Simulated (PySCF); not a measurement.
In(OH)2(SH) (H3InO2S), SMILES [OH][In]([OH])[SH]. Atoms are numbered in the order given.

```xyz
7

In     0.0039     0.2557     0.0000
O      1.5847     1.4906     0.0000
H      2.4240     1.0089     0.0000
O     -1.7939     1.1361     0.0000
H     -1.7024     2.1004     0.0000
S      0.1244    -2.1497     0.0000
H     -1.2264    -2.2562     0.0000
```
Charge 0, spin multiplicity 1.

Geometry optimised at B3LYP-D3(BJ)/def2-SVP. The def2 effective core potentials stand for the cores of In; spin–orbit coupling is left out. One conformer was computed; it need not be the lowest.

Level of theory: B3LYP-D3(BJ)/def2-SVP run with PySCF 2.14.0.

Frequencies are harmonic and unscaled.

Computed vibrational spectrum:
```tsv
mode	ν (cm⁻¹)	IR (km/mol)	moving atoms (share of kinetic energy)
1	90	8.2	O 44 %, S 31 %, In 17 %
2	121	15.2	O 51 %, In 34 %, S 11 %
3	128	22.2	O 77 %, H 11 %, In 10 %
4	183	64.5	H 96 %
5	252	82.0	H 92 %, O 8 %
6	278	68.0	H 92 %, O 8 %
7	343	15.6	S 77 %, In 18 %
8	589	52.8	O 89 %, In 9 %
9	609	77.6	O 82 %, In 16 %
10	680	1.6	H 95 %
11	810	57.1	H 94 %
12	835	95.9	H 92 %
13	2665	0.9	H 97 %
14	3811	58.0	H 94 %
15	3822	48.9	H 94 %
```
